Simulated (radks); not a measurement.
Question: Coherent X-ray form factor from a spherical all-electron density. All-electron calculation, scalar-relativistic Kohn-Sham, r2SCAN, spin-polarised, spherical densities, finite nucleus; meta-GGA in the generalised Kohn-Sham scheme; Fermi nuclear charge, rms radius of each element as measured or else 0.836 A^(1/3) + 0.57 fm. Program: a radial shooting solver on a logarithmic mesh with Libxc functionals.

sin(theta)/lambda (1/angstrom)  f0 (electrons)
0.05                                    19.926
0.1                                     19.708
0.15                                    19.352
0.2                                     18.871
0.25                                    18.281
0.3                                     17.601
0.4                                     16.054
0.5                                     14.395
0.6                                     12.770
0.8                                     10.008
1                                        8.105
1.25                                     6.701
1.5                                      5.857
2                                        4.558

The species is in the configuration that NIST lists as its ground one. Which atom or ion scatters so?

Answer: The germanium ion Ge12+, [Ar] 3d2. Extrapolating in s^2 from the first two rows gives f0(0) = 20.0, near the electron count 20; among species with that count, the fall with angle is slower the higher Z, and the table is that of Z = 32; from so few rows the species is fixed only to a neighbour or two.
